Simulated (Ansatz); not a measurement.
CH2I (SMILES [CH2]I), charge 0, multiplicity 2, relaxed at each level with Ansatz (a first-principles code); harmonic frequencies from differences of analytic forces, average atomic masses, frozen cores. Open shells are unrestricted. Elements past Kr take the def2 small-core potentials, without spin–orbit coupling. Negative entries are imaginary modes: that level's stationary point is a saddle.

| level | C1–I2 (Å) | C1–H3 (Å) | C1–H4 (Å) | I2–C1–H3 (°) | I2–C1–H4 (°) | H3–C1–H4 (°) | dipole (D) |
|---|---|---|---|---|---|---|---|
| HF/def2-TZVPP | 2.0568 | 1.0683 | 1.0683 | 118.5 | 118.5 | 123.0 | 1.23 |
| PBE/def2-TZVPP | 2.0415 | 1.0848 | 1.0848 | 118.2 | 118.2 | 123.6 | 0.55 |
| r2SCAN/def2-TZVPP | 2.0403 | 1.0777 | 1.0777 | 118.2 | 118.2 | 123.6 | 0.80 |
| B3LYP/def2-TZVPP | 2.0463 | 1.0763 | 1.0763 | 118.3 | 118.3 | 123.4 | 0.67 |
| PBE0/def2-TZVPP | 2.0288 | 1.0779 | 1.0779 | 118.4 | 118.4 | 123.2 | 0.75 |
| wB97X-V/def2-TZVPP | 2.0257 | 1.0790 | 1.0790 | 118.6 | 118.6 | 122.8 | 0.74 |
| MP2/def2-TZVPP | 2.0310 | 1.0738 | 1.0738 | 118.6 | 118.6 | 122.7 | 0.75 |
| CCSD(T)/def2-SVP | 2.0684 | 1.0910 | 1.0910 | 118.7 | 118.7 | 122.6 | 0.64 |
| CCSD(T)/def2-TZVPP | 2.0448 | 1.0769 | 1.0769 | 118.5 | 118.5 | 123.0 | 0.67 |
